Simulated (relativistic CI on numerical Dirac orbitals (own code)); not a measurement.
**Electric-dipole transitions in Pm⁵³⁺**

Calculated at this level of theory: Dirac-Coulomb-Breit CI, separate exchange-only KLI orbitals for each configuration, model QED (radiative potential, 1s self-energy scaled to tabulated hydrogen-like ionisation energies), unscaled Slater integrals (own radial code, finite nucleus).

CI space (outside the closed core 1s2): 2s²2p⁴, 2s2p⁵, 2p⁶, 2p⁵3s, 2p⁵3p, 2p⁵3d, 2s²2p³3s, 2s²2p³3p, 2s²2p³3d, 2s2p⁴3s, 2s2p⁴3p, 2s2p⁴3d, 2s²2p³4s, 2s²2p³4p, 2s²2p³4d, 2s²2p³4f, 2s2p⁴4s, 2s2p⁴4p, 2s²2p²3s², 2s2p⁴4d, 2s2p⁴4f, 2s²2p²3s3p, 2s²2p³5s, 2s²2p³5p, 2s²2p²3s3d, 2s²2p³5d, 2s²2p²3p², 2s²2p³5f, 2s²2p³5g, 2s²2p²3p3d, 2s2p³3s², 2s²2p²3d², 2s2p³3s3p, 2s2p³3s3d, 2s2p³3p², 2s2p⁴5s. Levels of other configurations are missing.

```csv
λ vac (nm),Lower,Upper,A (s⁻¹),log gf,S velocity/length
0.15196,2s²2p⁴ ³P2 [1],2s²2p³4d ³D°3 [227],3.65e+14,-0.05,0.99
0.18347,2s²2p⁴ ³P1 [3],2s²2p³3d ³P°1 [135],5.38e+14,-0.09,0.99
0.18373,2s²2p⁴ ¹D2 [4],2s²2p³3d ³D°2 [137],4.37e+14,0.04,0.99
0.18373,2s²2p⁴ ¹D2 [4],2s²2p³3d ¹F°3 [136],3.12e+14,0.04,1.01
0.18393,2s²2p⁴ ³P2 [1],2s²2p³3d ³P°1 [64],8.00e+14,0.09,0.99
0.18396,2s²2p⁴ ³P2 [1],2s²2p³3d ³F°3 [63],4.89e+14,0.24,1.00
0.18402,2s²2p⁴ ³P2 [1],2s²2p³3d ³P°2 [62],6.40e+14,0.21,0.99
0.18432,2s²2p⁴ ¹S0 [2],2s²2p³3d ³D°1 [71],6.62e+14,0.00,0.99
0.18435,2s²2p⁴ ¹D2 [4],2s2p⁴3p ³F°3 [133],4.79e+14,0.23,0.99
0.18439,2s2p⁵ ³P°1 [9],2s2p⁴3d ³D2 [240],6.24e+14,0.20,0.99
0.18457,2s2p⁵ ³P°2 [5],2s2p⁴3d ³D3 [172],4.76e+14,0.23,0.99
0.18457,2s2p⁵ ³P°2 [5],2s2p⁴3d ³P2 [171],4.81e+14,0.09,0.98
0.18474,2s2p⁵ ¹P°1 [6],2s2p⁴3d ¹D2 [183],5.16e+14,0.12,0.99
0.18475,2s2p⁵ ³P°2 [5],2s2p⁴3d ³S1 [167],9.04e+14,0.14,0.98
0.18504,2s²2p⁴ ³P2 [1],2s2p⁴3p ³D°3 [52],4.83e+14,0.24,1.00
0.18514,2s2p⁵ ¹P°1 [6],2s2p⁴3d ³F2 [180],4.08e+14,0.02,0.98
0.18570,2s2p⁵ ³P°2 [5],2s2p⁴3d ⁵F3 [162],2.71e+14,-0.01,0.99
0.19893,2s²2p⁴ ³P1 [3],2s²2p³3d ³P°2 [81],4.94e+14,0.17,1.00
0.19940,2s²2p⁴ ¹D2 [4],2s²2p³3d ³F°3 [82],5.87e+14,0.39,1.00
0.19954,2s²2p⁴ ³P0 [7],2s²2p³3d ³D°1 [145],1.40e+15,0.40,1.00
0.19959,2s2p⁵ ³P°2 [5],2s2p⁴3d ³D3 [115],5.82e+14,0.39,0.99
0.19993,2s²2p⁴ ³P2 [1],2s²2p³3d ³D°3 [25],1.00e+15,0.62,1.00
0.20003,2s²2p⁴ ¹D2 [4],2s²2p³3d ¹D°2 [79],7.86e+14,0.37,0.99
0.20003,2s2p⁵ ³P°1 [9],2s2p⁴3d ³D2 [194],1.02e+15,0.49,0.98
0.20008,2s²2p⁴ ³P1 [3],2s²2p³3d ³D°2 [73],7.23e+14,0.34,1.00
0.20012,2s²2p⁴ ¹D2 [4],2s²2p³3d ¹F°3 [78],6.21e+14,0.42,1.00
0.20037,2s²2p⁴ ³P2 [1],2s²2p³3d ³D°2 [24],4.53e+14,0.13,0.99
0.20094,2s2p⁵ ¹P°1 [6],2s2p⁴3d ¹D2 [118],1.06e+15,0.51,0.99
0.20113,2s²2p⁴ ¹S0 [2],2s²2p³3d ³D°1 [26],6.18e+14,0.05,1.00
0.20137,2s2p⁵ ¹P°1 [6],2s2p⁴3d ³P1 [117],7.09e+14,0.11,0.98
0.20161,2s2p⁵ ³P°2 [5],2s2p⁴3d ³D2 [104],4.16e+14,0.10,0.98
0.20175,2p⁶ ¹S0 [10],2p⁵3d ¹P°1 [212],1.30e+15,0.38,0.98
0.20178,2s2p⁵ ³P°2 [5],2s2p⁴3d ³D3 [103],4.54e+14,0.29,0.99
0.58662,2s²2p³3p ³D3 [15],2s²2p³4d ³F°4 [225],6.03e+13,0.45,1.00
0.60772,2s²2p³3d ³D°2 [19],2s²2p³4f ³F3 [229],9.53e+13,0.57,0.99
0.60867,2s²2p³3d ³G°4 [61],2s²2p³4f ³H5 [299],1.13e+14,0.84,1.00
0.60914,2s²2p³3d ³F°3 [20],2s²2p³4f ³G4 [231],1.11e+14,0.75,1.00
0.61777,2s²2p³3d ⁵D°4 [65],2s²2p³4f ⁵F5 [295],1.20e+14,0.88,1.00
0.61795,2s²2p³3d ³F°4 [69],2s²2p³4f ³G5 [308],1.03e+14,0.81,1.00
0.61835,2s²2p³3d ³F°4 [23],2s²2p³4f ³G5 [236],1.21e+14,0.88,1.00
0.61844,2s2p⁴3d ⁵F5 [99],2s2p⁴4f ⁵G°6 [358],1.20e+14,0.95,1.00
0.61854,2s²2p³3d ³G°5 [70],2s²2p³4f ³H6 [307],1.20e+14,0.95,1.00
0.62134,2s²2p³3d ³D°2 [24],2s²2p³4f ³F3 [235],9.77e+13,0.60,0.99
0.62580,2s²2p³3d ³D°3 [25],2s²2p³4f ³F4 [234],1.08e+14,0.76,0.99
0.62751,2s²2p³3d ³D°1 [26],2s²2p³4f ³D2 [237],9.45e+13,0.45,0.99
```

Terms are leading LS components. Brackets give the number of a level in order of energy, since labels repeat. The list gives strong lines, with weight on those to low levels, among the lowest 400 of 1493 levels, so that lines to higher ones, which can be the strongest, are missing. Levels whose partners in the same complex of configurations lie outside the list can be far off, and so can their lines. Rates are taken at the computed energies, electric ones in the length gauge. A velocity-to-length ratio far from 1 marks an uncertain rate.

At this charge energies of transitions that change n are usually good to better than 1 %, and those within a shell (Δn = 0) to a few per cent.

LS names give the leading component of a level, which can be under half, so a name can repeat, a term be missing and a line seem to break the LS rules.
